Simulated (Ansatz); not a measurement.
Relaxation of CH₄BClSi (8 atoms, charge 0, multiplicity 1), to a largest force component of 0.02 eV/Å in at most 40 steps.

Method: RKS PBE-D4/def2-SVP (Ansatz).

```xyz
8
Properties=species:S:1:pos:R:3
B -0.340 1.523 -0.269
C 0.402 0.210 -0.351
Si -0.025 -1.312 0.455
Cl 1.049 -3.013 0.268
H 0.054 2.458 -0.857
H -1.312 1.622 0.382
H 1.300 0.156 -0.966
H -1.128 -1.643 1.339
```

Problem. Where does it end, and by what steps?

Solution. It converged. After 7 steps the energy has fallen by 0.239 eV; H8 moved furthest, 0.45 Å.

```
step  energy less start (eV)  largest force component (eV/Å)  accepted
   0                  0.0000                           1.723       yes
   1                 -0.1523                           0.475       yes
   2                 -0.1889                           0.143       yes
   3                 -0.2113                           0.296       yes
   4                 -0.2255                           0.255       yes
   5                 -0.2221                           0.329        no
   6                 -0.2384                           0.107       yes
   7                 -0.2392                           0.013       yes
```

```xyz
8
Properties=species:S:1:pos:R:3
B -0.339 1.369 -0.218
C 0.587 0.200 -0.478
Si 0.024 -1.193 0.382
Cl 0.893 -3.064 0.391
H -0.145 2.464 -0.717
H -1.315 1.231 0.509
H 1.488 0.203 -1.111
H -1.192 -1.210 1.243
```

Whether the end is a true minimum wasn't checked by a vibrational analysis.

Run time: 48 s on 1 thread of Intel(R) Xeon(R) Processor @ 2.50GHz (Skylake/Cascade Lake), with other jobs on the host, peak memory 0.14 GiB.
